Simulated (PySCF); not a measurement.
# KS⁺: from constants to spectrum

UHF-CCSD(T) constants of KS⁺, ³Σ⁻ (triplet), unpaired electrons π ↑↑ (PySCF, no relativity, basis sets K 6-31G(d,p), S 6-31G(d,p); masses 38.9637 and 31.9721 u):

```
ωe           : 97.5 cm⁻¹
ωexe         : 1.14 cm⁻¹
Be           : 0.079638 cm⁻¹
αe           : 0.00117 cm⁻¹
De to K⁺ + S : 0.311 eV
```

**Question.** What force constant and bond length do these constants imply?

**Answer.** Reduced mass μred = 17.562 u; k = 5.8918×10⁻⁷·μred·ωe² (u, cm⁻¹, mdyn/Å) = 0.0984 mdyn/Å; Re = √(16.8576/(μred·Be)) (u, cm⁻¹, Å) = 3.472 Å.

**Question.** Estimate the centrifugal constant D from the Kratzer relation and find the Dunham coefficient a1.

**Answer.** D = 4Be³/ωe² = 2.13e-07 cm⁻¹; a1 = −1 − αeωe/(6Be²) = -4.00.

Correlated steps freeze 10 core orbitals. The bond is weak. Basis-set superposition, not corrected here, can be much of De in a small basis, most of all at correlated wavefunction levels. For an ion De counts to the pair picked by the measured ionisation energies or electron affinities, which need not be the lowest pair at this level. The state is the lowest determinant that a PBE0 search found; another state may lie lower at other levels.
